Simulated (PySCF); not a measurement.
Si(OH) (HOSi), SMILES O[Si] (connectivity only; charge and spin as stated), neutral, multiplicity 2. Atoms are numbered in the order given.

```xyz
3

Si    -0.0159     0.6751     0.0000
O      0.1158    -0.9918     0.0000
H     -0.7042    -1.5172     0.0000
```
Charge 0, spin multiplicity 2.

Geometry: PBE-D3(BJ)/def2-TZVPD.

All values below come from PBE/def2-TZVPD (PySCF).

Mulliken values depend strongly on the basis, most of all with diffuse functions as here. ESP charges are fitted to the potential on shells at 1.4 to 2.0 van der Waals radii. Atomic charges (e):

```csv
atom,Mulliken,meta-Löwdin,ESP fit,Mulliken spin
Si1,0.06,0.30,___,0.98
O2,-0.38,-0.65,___,0.01
H3,0.32,0.35,___,0.00
```

Q: Fill in the missing entries. (Estimate from the structure and the level; the computed values follow.)

A: 
- Si1, ESP fit: 0.03
- O2, ESP fit: -0.38
- H3, ESP fit: 0.35
